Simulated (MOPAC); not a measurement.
Input for MOPAC: PM3 on 1,1-difluoroethane (SMILES CC(F)F), a point of a torsion scan.

```
PM3 1SCF PRECISE CHARGE=0 THREADS=1
C2H4F2

C     -0.79481258 1    -0.09933897 1    -0.00842654 1
C      0.71205041 1     0.09046732 1    -0.02897151 1
F      1.07161718 1     1.22863024 1     0.61499161 1
F      1.33266740 1    -0.91507549 1     0.64201012 1
H     -1.23634082 1     0.21454242 1    -0.94872415 1
H     -1.01178259 1    -1.15413283 1     0.14230435 1
H     -1.22443494 1     0.46852862 1     0.81222775 1
H      1.15156084 1     0.12524817 1    -1.03730909 1
```

Output:

```
*******************************************************************************
 **                                                                           **
 **                              MOPAC v23.2.5                                **
 **                                                                           **
 *******************************************************************************
 ** MOPAC's Digital Object Identifier: https://doi.org/10.5281/zenodo.6511958 **
 **                                                                           **
 ** Please cite the open-source release paper for use of this MOPAC version:  **
 ** J. E. Moussa and J. J. P. Stewart (2026)                                  **
 ** MOPAC: An open-source semiempirical molecular orbital program             **
 ** J. Open Source Softw., 11(119), 8025, https://doi.org/10.21105/joss.08025 **
 *******************************************************************************

                              PM3 CALCULATION RESULTS

 *******************************************************************************
 *  PM3        - The PM3 Hamiltonian to be used
 *
 *
 *
 *                 CHARGE ON SYSTEM = 0
 *
 *
 *
 *  PRECISE    - TIGHTER CRITERIA TO BE USED
 *  1SCF       - DO 1 SCF AND THEN STOP
 *  THREADS=1  - MULTI-THREADING NOT USED
 *  T=         - A TIME OF 172800.0 SECONDS REQUESTED
 *  DUMP=N     - RESTART FILE WRITTEN EVERY 7200.0 SECONDS REQUESTED
 *******************************************************************************
PM3 1SCF PRECISE CHARGE=0 THREADS=1
 C2H4F2

   ATOM   CHEMICAL          X               Y               Z
  NUMBER   SYMBOL      (ANGSTROMS)     (ANGSTROMS)     (ANGSTROMS)

     1       C         -0.79481258  *  -0.09933897  *  -0.00842654  *
     2       C          0.71205041  *   0.09046732  *  -0.02897151  *
     3       F          1.07161718  *   1.22863024  *   0.61499161  *
     4       F          1.33266740  *  -0.91507549  *   0.64201012  *
     5       H         -1.23634082  *   0.21454242  *  -0.94872415  *
     6       H         -1.01178259  *  -1.15413283  *   0.14230435  *
     7       H         -1.22443494  *   0.46852862  *   0.81222775  *
     8       H          1.15156084  *   0.12524817  *  -1.03730909  *



          CARTESIAN COORDINATES

    NO.       ATOM           X           Y           Z

     1         C         -0.7948     -0.0993     -0.0084
     2         C          0.7121      0.0905     -0.0290
     3         F          1.0716      1.2286      0.6150
     4         F          1.3327     -0.9151      0.6420
     5         H         -1.2363      0.2145     -0.9487
     6         H         -1.0118     -1.1541      0.1423
     7         H         -1.2244      0.4685      0.8122
     8         H          1.1516      0.1252     -1.0373

  H: (PM3): J. J. P. STEWART, J. COMP. CHEM. 10, 209 (1989).
  C: (PM3): J. J. P. STEWART, J. COMP. CHEM. 10, 209 (1989).
  F: (PM3): J. J. P. STEWART, J. COMP. CHEM. 10, 209 (1989).

           Empirical Formula: C2 H4 F2  =     8 atoms



      MOLECULAR POINT GROUP   :   C1


      RHF CALCULATION, NO. OF DOUBLY OCCUPIED LEVELS = 13


 -------------------------------------------------------------------------------
 PM3 1SCF PRECISE CHARGE=0 THREADS=1
 C2H4F2



     1SCF WAS SPECIFIED, SO BFGS WAS NOT USED
     SCF FIELD WAS ACHIEVED


                              PM3 CALCULATION
                                                       MOPAC v23.2.5 Linux




          FINAL HEAT OF FORMATION =       -109.85800 KCAL/MOL =    -459.64588 KJ/MOL


          COSMO AREA              =         91.78 SQUARE ANGSTROMS
          COSMO VOLUME            =         74.22 CUBIC ANGSTROMS

          IONIZATION POTENTIAL    =         12.860372 EV
          HOMO LUMO ENERGIES (EV) =        -12.860  2.016
          NO. OF FILLED LEVELS    =         13
          MOLECULAR WEIGHT        =         66.0504         POINT GROUP:  C1

          MOLECULAR DIMENSIONS (Angstroms)

            Atom       Atom       Distance
            H     5    F     4     3.22588
            F     3    H     6     3.02034
            H     7    H     8     2.73726


          SCF CALCULATIONS        =          1





   ATOM   CHEMICAL          X               Y               Z
  NUMBER   SYMBOL      (ANGSTROMS)     (ANGSTROMS)     (ANGSTROMS)

     1       C         -0.79481258  *  -0.09933897  *  -0.00842654  *
     2       C          0.71205041  *   0.09046732  *  -0.02897151  *
     3       F          1.07161718  *   1.22863024  *   0.61499161  *
     4       F          1.33266740  *  -0.91507549  *   0.64201012  *
     5       H         -1.23634082  *   0.21454242  *  -0.94872415  *
     6       H         -1.01178259  *  -1.15413283  *   0.14230435  *
     7       H         -1.22443494  *   0.46852862  *   0.81222775  *
     8       H          1.15156084  *   0.12524817  *  -1.03730909  *

                             CARTESIAN COORDINATES

   1    C       -0.794812580    -0.099338970    -0.008426540
   2    C        0.712050410     0.090467320    -0.028971510
   3    F        1.071617180     1.228630240     0.614991610
   4    F        1.332667400    -0.915075490     0.642010120
   5    H       -1.236340820     0.214542420    -0.948724150
   6    H       -1.011782590    -1.154132830     0.142304350
   7    H       -1.224434940     0.468528620     0.812227750
   8    H        1.151560840     0.125248170    -1.037309090


           Empirical Formula: C2 H4 F2  =     8 atoms



      MOLECULAR POINT GROUP   :   C1


                  EIGENVALUES
 -35.58053 -26.71185 -23.40835 -20.14785 -18.91284 -18.20353 -18.18386 -16.50818
 -15.68943 -15.31720 -14.09051 -14.02579 -12.86037   2.01563   2.86071   3.02786
   3.21602   3.78990   4.05083   4.12170


              NET ATOMIC CHARGES AND DIPOLE CONTRIBUTIONS

  ATOM NO.   TYPE          CHARGE      No. of ELECS.   s-Pop       p-Pop
    1          C          -0.172352        4.1724     1.14625     3.02610
    2          C           0.205101        3.7949     1.16536     2.62954
    3          F          -0.148371        7.1484     1.77835     5.37003
    4          F          -0.151317        7.1513     1.78027     5.37105
    5          H           0.063029        0.9370     0.93697
    6          H           0.070460        0.9295     0.92954
    7          H           0.072572        0.9274     0.92743
    8          H           0.060879        0.9391     0.93912
 DIPOLE           X         Y         Z       TOTAL
 POINT-CHG.    -1.180    -0.165    -1.186     1.681
 HYBRID        -0.176    -0.035    -0.271     0.325
 SUM           -1.356    -0.200    -1.457     2.000


          ATOMIC ORBITAL ELECTRON POPULATIONS

     Atom    s        px        py        pz
    1  C   1.14625   0.94325   1.04440   1.03845
    2  C   1.16536   0.92330   0.77161   0.93463
    3  F   1.77835   1.93936   1.57491   1.85576
    4  F   1.78027   1.86033   1.66307   1.84765
    5  H   0.93697
    6  H   0.92954
    7  H   0.92743
    8  H   0.93912

 **********************
 *                    *
 * JOB ENDED NORMALLY *
 *                    *
 **********************




 == MOPAC DONE ==
```

The run finished.

Cost: about 0.020 core-seconds (a rough figure).
